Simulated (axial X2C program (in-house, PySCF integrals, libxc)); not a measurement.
## Photoelectron levels of BeO by EOM-IP-CCSD

Calculated with an axial X2C code built on PySCF integrals: two-component X2C with atomic mean-field Coulomb and Gaunt terms, Gaussian nuclei, basis O dyall-av3z, Be dyall-cv3z with contracted cores.

R = 1.214 Å (0.920 times 1.320 Å, the PBE0 minimum at charge 0 for the lowest determinant).

Vertical ionisation energies of BeO to the states of BeO⁺:

```
Ω of BeO⁺  vertical IE (eV)  above lowest (cm⁻¹)       ionised spinor  one-hole weight
      3/2            10.460                    0  71% O pπ, 20% Be pπ             0.93
      1/2            10.476                  128  71% O pπ, 20% Be pπ             0.93
      1/2            11.002                 4375   83% O pσ, 6% Be pσ             0.92
```

Q: What is the splitting of the first π pair in the table, and is it regular or inverted?

A: E(3/2) − E(1/2) = 0 − 128 = -128 cm⁻¹ at EOM-IP-CCSD: inverted, Ω = 3/2 lower. Splittings at this level can be off by ten to twenty per cent.

This point took 2.9 s on 1 thread of Arm Neoverse V1, on a shared host.

Reference electrons by ω block (each with its −ω partner): 1/2: 5, 3/2: 1. 8 electrons of BeO correlated (inner shells frozen), 94 natural virtual spinors (a truncated set); levels can be off by some tenths of an eV. Roots sought by Ω: (1/2: 4, 3/2: 3, 5/2: 1); the list ends where they run out and leaves out roots under 60 % one-particle weight. The solver can skip a root, and states that need a further excitation, which the method places far too high, are missing though they may lie low or lowest. T1 of the reference 0.020 (Lee–Taylor). Number of frozen shells: O 1 s; Be 1 s.
